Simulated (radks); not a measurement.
The table gives one normalised radial function P(r) = r R(r) (large component) of W in [Xe] 4f14 5d4 6s2 (r in bohr). Method: Dirac Kohn-Sham, PBE, spin-unpolarised, spherical densities, point nucleus; open shells fill j = l - 1/2 first; computed with a radial shooting solver on a logarithmic mesh with Libxc functionals.

r	P
0.003332	0.0001
0.00391	0.0001
0.004588	0.0002
0.005385	0.0003
0.006319	0.0005
0.007415	0.0008
0.008633	0.0013
0.01013	0.0020
0.01189	0.0030
0.01395	0.0046
0.01637	0.0070
0.01921	0.0105
0.02255	0.0156
0.02646	0.0227
0.03105	0.0327
0.03644	0.0462
0.04276	0.0639
0.04978	0.0849
0.05841	0.1112
0.06855	0.1405
0.08044	0.1699
0.0944	0.1947
0.1108	0.2080
0.13	0.2019
0.1526	0.1687
0.179	0.1042
0.2101	0.0106
0.2446	-0.0952
0.287	-0.2048
0.3368	-0.2870
0.3953	-0.3164
0.4638	-0.2765
0.5443	-0.1664
0.6388	-0.0007
0.7496	0.1943
0.8797	0.3881
1.032	0.5524
1.211	0.6665
1.41	0.7195
1.655	0.7190
1.942	0.6720
2.279	0.5934
2.675	0.4979
3.139	0.3967
3.683	0.2987
4.322	0.2114
5.072	0.1399
5.952	0.0862
6.929	0.0502
8.132	0.0256
9.543	0.0115
11.2	0.0045
13.14	0.0015
15.42	0.0004

Which n and l does it have? It may be an empty orbital.

Answer. n = 5, l = 2: the number of nodes gives n - l - 1 = 2, the rise at small r points to l (this Dirac orbital starts as r^gamma with gamma = sqrt((l + 1)^2 - (Z/c)^2) = 2.95; the j = 5/2 orbital of l + 1 starts with the same power, but with a smaller coefficient, and then steepens), and the extent must fit the shell. The curve is that of 5d5/2; the two j differ most near the nucleus, where j = l - 1/2 has the larger amplitude, and in heavy atoms j = l - 1/2 is also the more compact. 5d5/2 (empty): eigenvalue -3.935 eV, 2 radial nodes at r = 0.213, 0.639 bohr, <r> = 2.15 bohr, 90 % of the charge inside 3.50 bohr.
